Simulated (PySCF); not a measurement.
**How methods differ on the excitation energy of Si**

Si [Ne] 3s2 3p2 (3P) → Si [Ne] 3s1 3p2 4s1 (5P), as a difference of total energies. Computed with PySCF 2.14 in x2c-QZVPPall with one added diffuse shell each of s, p, d, f type (10s7p5d3f1g, 86 functions), with the spin-free X2C one-electron Hamiltonian (Gaussian nucleus). Correlated levels: valence and next inner shell: 1s2 frozen. The calculations carry no spin-orbit coupling.

| method | excitation energy (eV) |
| --- | --- |
| UHF | 8.540 |
| MP2 (valence and next inner shell) | 9.912 |
| SCS-MP2 (valence and next inner shell) | 10.251 |
| CCSD (valence and next inner shell) | 10.069 |
| CCSD(T) (valence and next inner shell) | 10.154 |

Problem. How much does correlation contribute at CCSD(T) (valence and next inner shell)?

Solution. 10.154 − (8.540) = 1.614 eV, measured against UHF.

The upper state lies above the first ionisation limit, but in LS coupling its spin forbids autoionisation to the ground ion. A Rydberg-like electron needs more diffuse functions than a valence basis has.

The promoted electron is Rydberg-like, and one or two diffuse shells describe it only roughly, which tends to raise the upper state.
